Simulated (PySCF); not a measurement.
**A search over the determinants of BeHg**

Unrestricted PBE0; PySCF, scalar-relativistic core potentials, basis sets Be def2-SVP, Hg def2-SVP with ECP60. Outer shells of the fragments: Be 2s2; Hg 5d10 6s2.

Followed along the bond (rough minima from three points):

| 2Ms+1 | unpaired | ⟨S²⟩ at the start | R at minimum (Å) | Te (eV) |
| --- | --- | --- | --- | --- |
| 1 | none | 0.00 | 3.14 | 0.00 |
| 3 | σ ↑, π ↑ | 2.00 | 2.36 | 1.55 |
| 3 | σ ↑↑ | 2.00 | 2.54 | 1.86 |

Solutions found at the starting distance of 2.335 Å, counted from the lowest of them; the search is not exhaustive and high or unbound solutions are not listed, so other states can lie among these:

```
2Ms+1  unpaired   term  E (eV)  ⟨S²⟩  ⟨Lz²⟩  μ (D)
    1      none    ¹Σ⁺    0.00  0.00   0.00   0.91
    3  σ ↑, π ↑     ³Π    1.22  2.00   1.00   1.41
    3      σ ↑↑    ³Σ⁺    1.60  2.00   0.00  -0.96
    1  σ ↑, π ↓  mixed    1.82  1.01   1.00   1.31
    3      π ↑↑    ³Σ⁻    3.66  2.05   0.00   1.01
    1      π ↑↓  mixed    3.97  1.00   2.00   0.73
    1      none  mixed    4.55  0.00   2.00   0.30
    3      π ↑↑  mixed    6.34  2.02   2.00  -3.54
    3  π ↑, δ ↑  mixed    9.60  2.01   4.64   0.71
    3  π ↑, δ ↑  mixed    9.63  2.00   5.00   0.77
```

A term symbol is given only where ⟨S²⟩ and ⟨Lz²⟩ are close to those of a pure state; real π, δ and φ orbitals otherwise mix terms. A positive dipole means Be(−)Hg(+).

Task: Compare the gap between the two lowest followed solutions at the starting distance with the gap between their minima.

Result: At PBE0 the second solution (triplet, unpaired electrons σ ↑, π ↑) lies +1.22 eV from the first (singlet, closed shell) at 2.335 Å and +1.55 eV at the minima; the two curves relax by different amounts, since their minima lie near 2.36 and 3.14 Å.

Spin–orbit coupling is left out. Counting both spins, an empty level lies below a filled one in some of these solutions, because spin and occupation are held.
